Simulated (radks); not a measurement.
Initial-state core-level shifts of the gadolinium ion Gd2+ when its valence configuration changes from [Xe] 4f7 5d1. Method: scalar-relativistic Kohn-Sham, BLYP, spin-polarised, spherical densities, finite nucleus; open shells are filled with parallel spins first (spin-orbit coupling, left out, can overturn this in heavy ions); Fermi nuclear charge, rms radius 5.1569 fm; computed with a radial shooting solver on a logarithmic mesh with Libxc functionals. Shifts are changes of the shell-averaged eigenvalues in eV (positive: less bound); the change of the density at the nucleus, which sets a Mossbauer isomer shift, is in e/bohr^3, on a base of 6.585e+05.

| valence | 1s | 3s | 3d | 5p | density at nucleus |
|---|---|---|---|---|---|
| 4f7 6p1 | -3.782 | -3.791 | -3.810 | -3.591 | +4.21 |
| 4f7.5 5d0.5 | +3.227 | +3.945 | +3.892 | +1.431 | -13.44 |
| 4f6.5 5d1 6s0.5 | -5.092 | -5.977 | -5.920 | -2.770 | +41.77 |
| 4f6.5 5d0.5 6s1 | -6.460 | -7.363 | -7.315 | -4.032 | +68.74 |
| 4f6 5d1 6s1 | -10.525 | -12.384 | -12.266 | -5.605 | +88.62 |
| 4f7 5d0.5 6p0.5 | -1.879 | -1.885 | -1.893 | -1.796 | +1.91 |
| 4f6 5d0.5 6s1 6p0.5 | -12.574 | -14.452 | -14.343 | -7.468 | +93.11 |
| 4f4.5 5d2.5 6s1 | -23.697 | -28.867 | -28.507 | -10.204 | +154.00 |
| 4f5 5d1 6p2 | -24.594 | -28.645 | -28.392 | -13.564 | +84.60 |
